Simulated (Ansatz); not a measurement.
`ClB[TeH]`, 5 atoms. The species carries charge 0 and has multiplicity 1. Correlated methods include outer-core shells of Te, which these sets cover unevenly. Te takes the def2 core potential. All runs use 2 threads of an Arm Neoverse V2 on a shared host. Correlated methods freeze the cores. Open-shell runs search over several starts.

(1) How many basis functions does each run have, and how long does it take in Ansatz? UKS ωB97M-V/def2-TZVPP energy of the cation; UHF-MP2/def2-QZVPP energy of the cation; RKS PBE0-D4/def2-SVP energy; UKS ωB97X-V/def2-TZVPP energy of the cation; UKS B2PLYP (frozen core)/def2-TZVPP energy of the cation; RHF-MP2/def2-QZVPP energy; direct RPA on PBE orbitals/def2-TZVPP energy; RKS PBE0-D4/def2-TZVP frequencies; RKS ωB97M-V/def2-TZVPP energy and forces; UKS B3LYP-D4/def2-TZVPP energy of the cation; RHF-CCSD(T)/def2-SVP energy; RKS BHLYP-D4/def2-TZVPP energy. (Estimate.)

## Answers

(1) Ansatz gave: Other jobs shared the machine, so times are rough.

```
                                level                   job  functions  wall time  peak host memory (GiB)
                 RKS PBE0-D4/def2-SVP                energy         68      1.1 s                    0.14
                 RHF-CCSD(T)/def2-SVP                energy         68      1.8 s                    0.18
              RKS BHLYP-D4/def2-TZVPP                energy        151      2.9 s                    0.33
direct RPA on PBE orbitals/def2-TZVPP                energy        151      3.8 s                    0.28
              UKS B3LYP-D4/def2-TZVPP  energy of the cation        151      7.5 s                    0.41
  UKS B2PLYP (frozen core)/def2-TZVPP  energy of the cation        151      8.5 s                    0.42
               RKS ωB97M-V/def2-TZVPP     energy and forces        151        9 s                     0.4
                   RHF-MP2/def2-QZVPP                energy        269        9 s                    0.78
               UKS ωB97X-V/def2-TZVPP  energy of the cation        151       12 s                    0.54
               UKS ωB97M-V/def2-TZVPP  energy of the cation        151       16 s                    0.58
                   UHF-MP2/def2-QZVPP  energy of the cation        269       16 s                     0.9
                RKS PBE0-D4/def2-TZVP           frequencies        130       58 s                    0.26
```

B3LYP here is the variant with VWN-RPA as its local correlation; programs differ in this.
